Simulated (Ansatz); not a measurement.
One change: `[CH3][Al]([NH2])[NH2]` becomes `[CH3][In]([NH2])[NH2]`.

Ansatz, PBE0-D4/def2-TZVP geometries, multiplicity 1. Each molecule was computed in one conformer, which needn't be the lowest.

Elements past krypton have def2 core potentials.

| property | `[CH3][Al]([NH2])[NH2]` |
| --- | --- |
| LUMO energy (ωB97M-V/def2-TZVPP) / eV | 1.73 |
| LUMO energy (B3LYP/def2-TZVPP) / eV | 0.03 |
| HOMO energy (ωB97M-V/def2-TZVPP) / eV | -9.14 |
| HOMO–LUMO gap (PBE0/def2-TZVPP) / eV | 7.09 |
| HOMO–LUMO gap (B3LYP/def2-TZVPP) / eV | 6.53 |
| HOMO energy (PBE0/def2-TZVPP) / eV | -6.75 |

(1) What does the change do to each property? (Best estimate.)

Answers

(1) Ansatz gave: 
```csv
property,`[CH3][In]([NH2])[NH2]`,shift
LUMO energy (ωB97M-V/def2-TZVPP) / eV,1.06,-0.67
LUMO energy (B3LYP/def2-TZVPP) / eV,-0.69,-0.72
HOMO energy (ωB97M-V/def2-TZVPP) / eV,-8.83,0.31
HOMO–LUMO gap (PBE0/def2-TZVPP) / eV,6.09,-1.00
HOMO–LUMO gap (B3LYP/def2-TZVPP) / eV,5.54,-0.99
HOMO energy (PBE0/def2-TZVPP) / eV,-6.46,0.29
```

With PBE0 the HOMO rises by 0.29 eV and the LUMO falls by 0.72 eV, so the gap narrows by about 1.01 eV. PBE moves the HOMO by 0.23 eV and ωB97M-V by 0.31 eV.

B3LYP here is the variant with VWN-RPA as its local correlation; programs differ in this.
